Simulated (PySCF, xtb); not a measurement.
Mo(O)2(OH)2 anion (H2MoO4), SMILES [O]=[Mo]([OH])([OH])=[O] (connectivity only; charge and spin as stated), charge -1, multiplicity 2. Other conformers were not sampled.

Harmonic wavenumbers (cm⁻¹) from GFN2-xTB run with xtb at its own minimum, in rising order: 113, 179, 212, 245, 282, 303, 329, 347, 401, 465, 501, 826, 857, 3595, 3599.

Task: What does B3LYP-D3(BJ)/def2-SVPD run with PySCF give at its own minimum? (Estimate from the structure and the level; the computed values follow.)

Result: 162, 199, 203, 231, 311, 315, 354, 561, 602, 767, 774, 905, 939, 3853, 3856. Paired by order, the mean absolute difference is 122 cm⁻¹ and the zero-point energies are 17.5 and 20.1 kcal/mol.
